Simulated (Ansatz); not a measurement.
```xyz
2

P     0.0000    0.0000   -0.7232
O     0.0000    0.0000    0.7232
```

Basis set: cc-pVTZ on O; cc-pV(T+d)Z on P (spherical functions). Frozen core: 6 orbitals. Correlation on ROHF uses semicanonical orbitals with singles. Charge 0, multiplicity 2.

Computed with Ansatz (development build ahead of 0.2.0); the reference of a correlated method needn't be the lowest determinant of its kind.

Question: Give the atomization energy at this shape (free ground-state atoms in the same class of orbitals less the molecule, no zero-point energy) of doublet PO by UHF-BCCD(T), ROHF-CCSD(T).

Answer:

```
      method  atomization energy
 UHF-BCCD(T)     131.09 kcal/mol
ROHF-CCSD(T)     131.18 kcal/mol
```

Caution: the reference determinant was not shown to be the lowest.
